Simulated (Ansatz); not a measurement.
Steps of a relaxation of C₂H₇FHfO₂Se, SMILES `C[O][Hf]([F])([SeH])[O]C` with RKS PBE0-D4/def2-TZVP.

```sh
$ ansatz run in.yaml --threads 2 --pin off --events-out ev --progress --plain --max-ram 22528MiB --backend cuda --devices 0, --max-vram 18GiB
```

```yaml
crystal:
  periodic: [false, false, false]
  atoms:
    - {symbol: C, position_ang: [0.193270, 0.687820, 1.851200]}
    - {symbol: O, position_ang: [0.731690, 1.447160, 0.807990]}
    - {symbol: Hf, position_ang: [0.460780, 0.874270, -0.925660]}
    - {symbol: F, position_ang: [1.066090, 2.064510, -2.236050]}
    - {symbol: Se, position_ang: [-1.965430, 0.947060, -1.231290]}
    - {symbol: O, position_ang: [0.936410, -0.896730, -1.148750]}
    - {symbol: C, position_ang: [0.270430, -1.918190, -0.464870]}
    - {symbol: H, position_ang: [-0.839000, 0.355360, 1.617150]}
    - {symbol: H, position_ang: [0.823620, -0.189420, 2.065480]}
    - {symbol: H, position_ang: [0.147730, 1.302970, 2.757940]}
    - {symbol: H, position_ang: [-2.086110, 1.950800, -2.241610]}
    - {symbol: H, position_ang: [0.202910, -2.803230, -1.109640]}
    - {symbol: H, position_ang: [-0.762830, -1.621020, -0.186670]}
    - {symbol: H, position_ang: [0.820430, -2.201350, 0.444780]}
basis:
  gaussian: {orbitals: def2-TZVP}
hamiltonian: {xc: pbe0, dispersion: d4}
relax: {f_tol: 0.005, max_steps: 150}
```

Positions (Å) and forces (eV/Å) along the path, 10 of 39 steps:

```xyz
14
step=1 energy=-75647.6550 eV
C     0.193    0.688    1.851   -0.064   -0.046    0.707
O     0.732    1.447    0.808    0.564    0.722    2.671
Hf    0.461    0.874   -0.926    0.186    2.008   -2.407
F     1.066    2.065   -2.236    0.828    0.840   -0.910
Se   -1.965    0.947   -1.231   -2.460   -0.746    0.473
O     0.936   -0.897   -1.149    0.795   -2.680   -0.160
C     0.270   -1.918   -0.465   -0.042   -0.657    0.135
H    -0.839    0.355    1.617    0.287    0.046    0.170
H     0.824   -0.189    2.065   -0.173    0.125    0.031
H     0.148    1.303    2.758   -0.090   -0.133   -0.041
H    -2.086    1.951   -2.242    0.114    0.625   -0.604
H     0.203   -2.803   -1.110   -0.109    0.082    0.104
H    -0.763   -1.621   -0.187    0.301   -0.199   -0.043
H     0.820   -2.201    0.445   -0.137    0.014   -0.127
14
step=3 energy=-75648.3937 eV
C     0.213    0.754    1.972   -0.034    0.147    0.053
O     0.711    1.438    0.838   -0.267   -0.396   -0.036
Hf    0.371    0.939   -1.005    0.294    0.177   -0.175
F     1.238    2.100   -2.265   -0.006   -0.160    0.178
Se   -2.206    0.996   -1.336   -0.114   -0.001   -0.010
O     0.886   -0.923   -1.161   -0.335    0.080    0.279
C     0.296   -2.034   -0.517   -0.037   -0.024   -0.058
H    -0.817    0.391    1.809    0.172    0.068    0.037
H     0.845   -0.105    2.229    0.011    0.086   -0.046
H     0.187    1.431    2.833    0.016   -0.027   -0.098
H    -2.111    2.051   -2.359    0.057   -0.029    0.038
H     0.229   -2.873   -1.218    0.015    0.061    0.024
H    -0.731   -1.814   -0.169    0.227   -0.055   -0.069
H     0.890   -2.352    0.349    0.001    0.073   -0.116
14
step=4 energy=-75648.4516 eV
C     0.205    0.824    2.040    0.052    0.304   -0.121
O     0.637    1.420    0.823   -0.411   -0.538    0.211
Hf    0.303    0.945   -1.025    0.784    0.016    0.095
F     1.346    2.055   -2.210   -0.264   -0.188    0.190
Se   -2.262    1.009   -1.358   -0.173    0.104   -0.126
O     0.800   -0.916   -1.177   -0.465   -0.152    0.399
C     0.297   -2.104   -0.584    0.056    0.132   -0.108
H    -0.819    0.420    1.957    0.217    0.124   -0.013
H     0.874    0.007    2.341   -0.007    0.115   -0.108
H     0.205    1.579    2.840    0.003   -0.131   -0.213
H    -2.065    2.067   -2.367   -0.035   -0.031    0.032
H     0.238   -2.895   -1.342    0.001    0.128    0.080
H    -0.717   -1.961   -0.163    0.300   -0.020   -0.146
H     0.958   -2.450    0.224   -0.058    0.139   -0.171
14
step=11 energy=-75648.7515 eV
C     0.172    1.224    2.301   -0.060   -0.010    0.067
O     0.122    1.170    0.914    0.006    0.046    0.024
Hf    0.000    0.711   -0.925    0.072   -0.097    0.096
F     1.378    1.662   -1.857    0.023    0.011   -0.061
Se   -2.351    1.299   -1.876   -0.029    0.062   -0.062
O     0.190   -1.172   -1.063    0.013    0.001   -0.050
C     0.401   -2.537   -0.890   -0.062   -0.021    0.027
H    -0.797    0.945    2.730    0.033    0.024   -0.004
H     0.932    0.535    2.685    0.004    0.006    0.006
H     0.422    2.236    2.637    0.001    0.002   -0.022
H    -1.841    2.660   -2.129   -0.045   -0.022    0.020
H     0.506   -3.031   -1.860    0.003    0.004   -0.015
H    -0.446   -2.985   -0.360    0.043   -0.012   -0.021
H     1.311   -2.717   -0.308   -0.001    0.006   -0.006
14
step=16 energy=-75648.7770 eV
C     0.125    1.369    2.307    0.016    0.017   -0.018
O     0.147    1.173    0.929   -0.006   -0.016    0.055
Hf    0.079    0.633   -0.893   -0.010    0.030    0.003
F     1.500    1.519   -1.826    0.003   -0.005    0.002
Se   -2.243    1.244   -1.914    0.028    0.214    0.018
O     0.209   -1.253   -1.076    0.016   -0.037    0.024
C     0.412   -2.629   -0.993   -0.008    0.013   -0.025
H    -0.883    1.211    2.703    0.016    0.004   -0.024
H     0.807    0.671    2.805   -0.019    0.025   -0.014
H     0.437    2.391    2.549   -0.002   -0.032   -0.005
H    -1.991    2.685   -1.673   -0.031   -0.230   -0.019
H     0.504   -3.057   -1.996    0.000    0.006    0.008
H    -0.430   -3.109   -0.485    0.000    0.006   -0.002
H     1.327   -2.849   -0.436   -0.003    0.004   -0.004
14
step=23 energy=-75648.7832 eV
C     0.106    1.459    2.306   -0.006    0.016    0.048
O     0.117    1.165    0.947   -0.006    0.004    0.014
Hf    0.103    0.597   -0.868    0.015   -0.001    0.003
F     1.546    1.477   -1.773    0.001    0.002   -0.004
Se   -2.198    1.198   -1.934   -0.014    0.031    0.004
O     0.255   -1.286   -1.065   -0.004   -0.004   -0.001
C     0.428   -2.667   -1.059    0.000    0.000    0.000
H    -0.925    1.532    2.672    0.079   -0.004   -0.027
H     0.622    0.674    2.873   -0.033    0.051   -0.024
H     0.613    2.413    2.492   -0.034   -0.069   -0.005
H    -2.090    2.572   -1.412    0.001   -0.031   -0.011
H     0.535   -3.038   -2.083    0.001    0.002    0.005
H    -0.435   -3.158   -0.599    0.003    0.003   -0.001
H     1.326   -2.939   -0.496   -0.002    0.002   -0.001
14
step=28 energy=-75648.7842 eV
C     0.112    1.445    2.303    0.005    0.001    0.008
O     0.120    1.166    0.940    0.001   -0.001    0.002
Hf    0.088    0.603   -0.876    0.002    0.004    0.003
F     1.514    1.494   -1.796   -0.001    0.000    0.000
Se   -2.230    1.190   -1.917   -0.002   -0.006   -0.003
O     0.248   -1.279   -1.070    0.001   -0.002    0.001
C     0.441   -2.658   -1.049    0.001    0.000   -0.002
H    -0.911    1.633    2.645    0.007    0.000    0.000
H     0.519    0.603    2.872   -0.007    0.009   -0.008
H     0.719    2.332    2.513   -0.006   -0.009   -0.003
H    -2.103    2.574   -1.433    0.001    0.005    0.003
H     0.581   -3.034   -2.066    0.000    0.001    0.001
H    -0.426   -3.157   -0.607    0.000    0.000    0.000
H     1.327   -2.912   -0.459   -0.002    0.000    0.000
14
step=30 energy=-75648.7844 eV
C     0.114    1.443    2.301    0.002    0.007    0.019
O     0.120    1.166    0.939   -0.002    0.001    0.004
Hf    0.082    0.604   -0.877   -0.001   -0.004   -0.004
F     1.503    1.500   -1.803    0.000    0.001   -0.001
Se   -2.242    1.184   -1.910    0.002    0.004    0.002
O     0.246   -1.277   -1.071    0.003   -0.004    0.002
C     0.446   -2.655   -1.047    0.001    0.000   -0.001
H    -0.901    1.680    2.636    0.015   -0.003   -0.005
H     0.475    0.581    2.872   -0.007    0.011   -0.009
H     0.762    2.298    2.519   -0.010   -0.014   -0.005
H    -2.109    2.570   -1.434   -0.003   -0.001   -0.001
H     0.605   -3.031   -2.062    0.000    0.001    0.002
H    -0.425   -3.159   -0.620    0.001    0.000   -0.001
H     1.324   -2.905   -0.443   -0.002    0.000   -0.001
14
step=36 energy=-75648.7848 eV
C     0.121    1.456    2.301    0.001   -0.003   -0.003
O     0.116    1.168    0.940    0.000   -0.002   -0.008
Hf    0.074    0.600   -0.874   -0.001    0.001    0.007
F     1.486    1.499   -1.809   -0.003    0.001    0.001
Se   -2.258    1.164   -1.896    0.003   -0.001    0.000
O     0.249   -1.281   -1.066    0.001    0.000    0.001
C     0.456   -2.658   -1.056    0.001   -0.004   -0.002
H    -0.869    1.800    2.618   -0.004    0.002    0.001
H     0.381    0.567    2.883    0.001   -0.002    0.000
H     0.850    2.242    2.521    0.003    0.003    0.001
H    -2.143    2.545   -1.399   -0.001    0.003    0.000
H     0.691   -3.012   -2.064    0.000    0.001    0.006
H    -0.443   -3.174   -0.705    0.004    0.001   -0.002
H     1.288   -2.916   -0.393   -0.005    0.001   -0.002
14
step=39 energy=-75648.7849 eV
C     0.122    1.456    2.301    0.001    0.000    0.000
O     0.115    1.168    0.940    0.000    0.000    0.000
Hf    0.073    0.600   -0.874   -0.001    0.000    0.000
F     1.484    1.501   -1.809    0.000    0.000    0.000
Se   -2.259    1.164   -1.896    0.000    0.000    0.000
O     0.249   -1.281   -1.066    0.000    0.000    0.000
C     0.456   -2.658   -1.055    0.000    0.001   -0.001
H    -0.866    1.802    2.619    0.000    0.000    0.000
H     0.382    0.566    2.882    0.000    0.000    0.000
H     0.853    2.240    2.520    0.000    0.000    0.000
H    -2.146    2.546   -1.400    0.000    0.000    0.000
H     0.701   -3.011   -2.061    0.001    0.000    0.000
H    -0.445   -3.175   -0.714    0.000    0.000   -0.001
H     1.281   -2.917   -0.385    0.000    0.000    0.001
```

Hardware: 2 threads of an AMD EPYC 7R13 on a shared host and a share of an NVIDIA H100 80 GB. Wall time 110 s, peak host memory 1 GiB.
